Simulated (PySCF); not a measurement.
A database entry of computed molecular properties. Lists by class give the value and the number of equivalent atoms.

```json
{
 "formula": "C6H8O2",
 "smiles": "O=C1C=C[C@H](O)CC1",
 "charge": 0,
 "multiplicity": 1,
 "geometry_level": "GFN2-xTB",
 "atoms_angstrom": [
  ["O", 1.544, 2.394, -0.934],
  ["C", 0.994, 1.399, -0.517],
  ["C", 1.65, 0.084, -0.5],
  ["C", 1.063, -1.013, -0.028],
  ["C", -0.326, -1.016, 0.53],
  ["O", -0.881, -2.295, 0.319],
  ["C", -1.141, 0.106, -0.119],
  ["C", -0.41, 1.433, 0.053],
  ["H", 2.654, 0.056, -0.898],
  ["H", 1.557, -1.973, -0.032],
  ["H", -0.252, -0.821, 1.619],
  ["H", -1.79, -2.303, 0.638],
  ["H", -1.261, -0.121, -1.181],
  ["H", -2.136, 0.163, 0.332],
  ["H", -0.96, 2.252, -0.412],
  ["H", -0.313, 1.663, 1.119]
 ],
 "electronic_structure_code": "PySCF",
 "results": {
  "GFN2-xTB geometry": {
   "point_group": "C1",
   "rotational_constants_GHz": [4.774, 1.49, 1.189]
  },
  "PBE0/def2-SVPD ground state and vertical TDDFT (core frozen in the response)": {
   "dipole_D": 3.73,
   "homo_eV": -7.29,
   "lumo_eV": -1.71,
   "S1_eV": 3.65,
   "strongest_line_of_6_singlets_eV": 6.35,
   "T1_tda_eV": 3.14,
   "polarisability_au": 76.2,
   "r2_bohr2_about_centre_of_nuclear_charge": 971.6,
   "singlets_eV_and_f": [
    [3.65, 0.0],
    [5.39, 0.083],
    [6.32, 0.006],
    [6.35, 0.238],
    [6.48, 0.001],
    [6.95, 0.014]
   ],
   "triplets_tda_eV": [3.14, 3.64]
  },
  "PBE0/pcSseg-1 ground state and GIAO shieldings, non-relativistic": {
   "shift_vs_computed_TMS_C_by_class_ppm": [
    [200.1, 1],
    [162.8, 1],
    [134.6, 1],
    [73.3, 1],
    [39.2, 1],
    [39.1, 1]
   ],
   "shift_vs_computed_TMS_H_by_class_ppm": [
    [7.49, 1],
    [6.1, 1],
    [4.95, 1],
    [2.46, 1],
    [2.25, 1],
    [2.02, 1],
    [1.94, 1],
    [0.8, 1]
   ],
   "shielding_other_nuclei_by_class_ppm": [
    ["O", -341.3, 1],
    ["O", 273.2, 1]
   ],
   "charges_hirshfeld_e_by_atom": [-0.25, 0.15, -0.06, -0.01, 0.04, -0.22, -0.08, -0.08, 0.05, 0.06, 0.04, 0.17, 0.04, 0.04, 0.05, 0.05]
  }
 }
}
```

The rotational constants make it an asymmetric top with κ = (2B − A − C)/(A − C) = -0.83, nearer the prolate limit (−1). No computed singlet falls in the visible range (750 to 380 nm, 1.65 to 3.26 eV); S1 lies 0.39 eV above its blue end. With B = h/(8π²I), that is 505.379 GHz u Å² over I, the principal moments of inertia are 105.9, 339.2 and 425.2 u Å² (most abundant isotopes); the inertial defect Ic − Ia − Ib is -19.9 u Å² (zero for a rigid planar frame, negative otherwise). The dipole matches unit charges of opposite sign 0.78 Å apart (1 e·Å = 4.8032 D). A dipole of 3.73 D is allowed in C1, and pure rotational transitions are dipole-allowed.

The structure is a single GFN2-xTB conformer in the gas phase; no vibrational or solvent corrections.

For the NMR shielding job (PBE0/pcSseg-1), hardware: one thread, Arm Neoverse V1 (aarch64), no GPU, shared host with 32 logical CPUs at a one-minute load of 24. Cost: 23 s wall, 0.79 GiB resident at most.
